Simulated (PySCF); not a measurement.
M06-2X on V⁻ (vanadium, charge -1), [Ar] 3d4 4s2, high-spin 5D determinant. Calculation: PySCF 2.14, in aug-cc-pwCVTZ; the non-relativistic Hamiltonian (point nucleus).

```
cycle= 1 E= -943.872583736647  delta_E= 0.00358  |g|= 0.141  |ddm|= 4.46
cycle= 2 E= -943.899219940027  delta_E= -0.0266  |g|= 0.106  |ddm|= 3.62
cycle= 3 E= -943.905321622189  delta_E= -0.0061  |g|= 0.0788  |ddm|= 1.02
cycle= 4 E= -943.906685551915  delta_E= -0.00136  |g|= 0.017  |ddm|= 0.291
cycle= 5 E= -943.906846300017  delta_E= -0.000161  |g|= 0.00153  |ddm|= 0.12
cycle= 6 E= -943.906852906142  delta_E= -6.61e-06  |g|= 0.000445  |ddm|= 0.0534
cycle= 7 E= -943.906853647392  delta_E= -7.41e-07  |g|= 0.000176  |ddm|= 0.0179
cycle= 8 E= -943.90685381283  delta_E= -1.65e-07  |g|= 8.41e-05  |ddm|= 0.00998
cycle= 9 E= -943.906853842661  delta_E= -2.98e-08  |g|= 2.74e-05  |ddm|= 0.00305
cycle= 10 E= -943.906853845035  delta_E= -2.37e-09  |g|= 4.75e-06  |ddm|= 0.00056
cycle= 11 E= -943.90685384519  delta_E= -1.56e-10  |g|= 1.82e-06  |ddm|= 0.000537
converged SCF energy = -943.90685384519  <S^2> = 6.0070635  2S+1 = 5.0028246
```

Highest occupied orbital energy: 0.170 eV; ⟨L²⟩ = 6.02; populations by l: s 8.00, p 12.00, d 4.00, f 0.00.

(1) Can this result be used?

Results:

(1) With care. Self-consistency was reached. At M06-2X the highest occupied level has a positive energy, so only the finite basis holds that electron; in a semilocal or global hybrid functional this comes from self-interaction and does not mean that the real anion is unbound.
